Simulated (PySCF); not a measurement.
Isomers of C2H4B2. Gas-phase values, no solvent. One relaxed conformer stands for each flexible species; it need not be the lowest. Strings in code marks are SMILES.

The four lowest singlet excitations (Tamm–Dancoff). These are PySCF with TPSSh-D3(BJ)/def2-TZVP // CAM-B3LYP-D3(BJ)/def2-TZVP values and carry that method's errors. Excitations are Tamm–Dancoff values on a coarser integration grid. The basis has no diffuse functions, so Rydberg states are missing or too high.

```csv
state,energy (eV),wavelength (nm),oscillator strength
S1,4.44,279,0.000
S2,4.55,273,0.000
S3,5.01,248,0.000
S4,6.42,193,1.277
```

**Question.** Say which member gives these states.
(A) `B=BC=C`
(B) `BC#CB`
(C) `B1=BCC1`
(D) `[H]/B=C/C=B/[H]`

**Answer.** B, `BC#CB`
